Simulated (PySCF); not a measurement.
C2H6ClNSe, SMILES Cl[Se]N(C)C. Geometry optimised at B3LYP-D3(BJ)/def2-SVP. Other conformers were not sampled.

Task: Give the equilibrium geometry at B3LYP-D3(BJ)/def2-SVP (PySCF confirms it by a frequency run) as a Z-matrix, and its point group. (The exact figures need the calculation; the answer reports its results.)

Result: One answer among several that fit: point group Cs.
```
N
C 1 1.4583
H 2 1.0977 1 109.88
H 2 1.1025 3 108.89 1 119.67
H 2 1.1067 3 108.58 4 117.93
C 1 1.4583 2 114.25 3 173.91
H 6 1.0977 1 109.88 2 -173.91
H 6 1.1025 7 108.89 1 -119.67
H 6 1.1067 7 108.58 8 -117.93
Se 1 1.7951 2 117.87 3 -41.19
Cl 10 2.2863 1 103.35 2 -71.81
```
